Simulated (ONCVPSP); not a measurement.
**terbium (Tb): one change to an ONCV potential, before and after**

* Element: terbium
* Generator: ONCVPSP 4.0.1
* Type: optimised norm-conserving Vanderbilt (ONCV)
* Functional: LDA (Perdew-Wang 92)
* Relativity: scalar-relativistic
* Frozen core: [Kr] 4d10 4f8
* Valence charge: 11
* Reference configuration: 5s2 5p6 5d1 6s2
* Partial waves: 5s+6s: rc 2.20 bohr, ncon 3, nbas 7, qcut 5.3 1/bohr, 2 projectors; 5p: rc 2.20 bohr, ncon 3, nbas 7, qcut 5.7 1/bohr, 2 projectors, debl 1.8 Ha; 5d: rc 2.20 bohr, ncon 4, nbas 8, qcut 3.9 1/bohr, 2 projectors, debl 3.4 Ha
* Local potential: polynomial inside 1.55 bohr (lpopt 4, dvloc0 6 Ha)
* Core correction: Teter function, fcfact 5.5, rcfact 1.05

Change: s: ncon 4, nbas 8.

Cutoffs: the cutoffs (Ha) at which the residual kinetic energy of the hardest occupied pseudo-wave falls to 1 and 0.1 mHa per electron; they do not see the model core or the augmentation charge, which bear on the density cutoff. Errors are all-electron minus pseudo energies relative to the spin-unpolarised reference configuration.

What does the change do?

The potential gets neither clearly harder nor softer (8.9 Ha and 36 Ha → 9.8 Ha and 36 Ha); of the 3 tests that both files solve, the error grows in 2 and shrinks in 0 by more than 15 % and 0.3 meV (median size 0.9 → 0.9 meV); neither file shows a bound ghost.

| quantity | base | changed |
| --- | --- | --- |
| cutoff, loose | 8.9 Ha | 9.8 Ha |
| cutoff, tight | 36 Ha | 36 Ha |
| loose cutoff by channel | s 8.9 Ha, p 7.2 Ha, d 8.5 Ha | s 9.8 Ha, p 7.2 Ha, d 8.5 Ha |
| bound ghosts | none | none |
| GHOST(+) flags under 300 eV | none | none |
| tests counted as reliable (solved cleanly; for ONCVPSP, near-neutral configurations with less than one 5d electron left out) | 3 of 4 | 3 of 4 |
| error for 5s2 5p6 5d1 6s1, meV [ΔE 6.95 eV] | -0.9 | -0.8 |
| error for 5s2 5p6 5d1 6s0, meV [ΔE 19.49 eV] | +2.9 | +3.4 |
| error for 5s2 5p6 5d1 6s0 6p2, meV [ΔE 6.25 eV] | +0.6 | +0.9 |
| s: phases at 2.24 bohr within 0.05 rad from the reference energy up to (Ha; the scan ends near 5) | 4.0 | 4.4 |
| p: phases at 2.24 bohr within 0.05 rad from the reference energy up to (Ha; the scan ends near 5) | to the end of the scan | to the end of the scan |
| d: phases at 2.24 bohr within 0.05 rad from the reference energy up to (Ha; the scan ends near 5) | to the end of the scan | to the end of the scan |
| rms error of d²Exc/dni dnj with the model core, mHa | 2.97 | 3.01 |
